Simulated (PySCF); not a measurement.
C2H3ClFNSi, SMILES C(#C)[Si@@](F)(Cl)N.

Geometry: PBE-D3(BJ)/def2-SVP. The structure was generated by enumeration; whether it is a known compound was not checked. One conformer was computed; it need not be the lowest.

Calculation: PySCF 2.14.0 with PBE-D3(BJ)/def2-SVP.

Frequencies are harmonic and unscaled.

```
mode  ν (cm⁻¹)  IR (km/mol)   moving atoms (share of kinetic energy)
----  --------  -----------  ---------------------------------------
1          105          1.6           C 37 %, Cl 29 %, H 14 %, N 8 %
2          120          6.8           H 29 %, F 27 %, C 20 %, N 19 %
3          162          3.3   H 41 %, C 23 %, N 11 %, Si 9 %, Cl 9 %
4          232         33.6          F 31 %, H 26 %, C 23 %, Cl 11 %
5          267         40.5          H 50 %, F 24 %, Cl 11 %, Si 8 %
6          289         42.6    H 47 %, N 19 %, Si 10 %, F 9 %, C 8 %
7          302        101.0           N 42 %, H 26 %, F 14 %, C 13 %
8          341         22.3                   C 52 %, Cl 23 %, F 8 %
9          380         17.2           C 62 %, H 13 %, F 10 %, Si 8 %
10         520         61.0  Cl 32 %, Si 28 %, C 15 %, N 11 %, F 9 %
11         642         83.0                  Si 36 %, C 34 %, H 18 %
12         700         27.8                           H 76 %, C 24 %
13         712         25.3                           H 76 %, C 24 %
14         805        175.3                  H 57 %, Si 21 %, N 16 %
15         842        165.8                  Si 40 %, F 33 %, N 17 %
16         935        147.8                  Si 48 %, N 28 %, F 17 %
17        1472         66.3                           H 88 %, N 12 %
18        2098         52.3                            C 90 %, H 9 %
19        3390         49.5                           H 86 %, C 14 %
20        3510         51.1                                   H 96 %
21        3615         47.2                            H 91 %, N 9 %
```
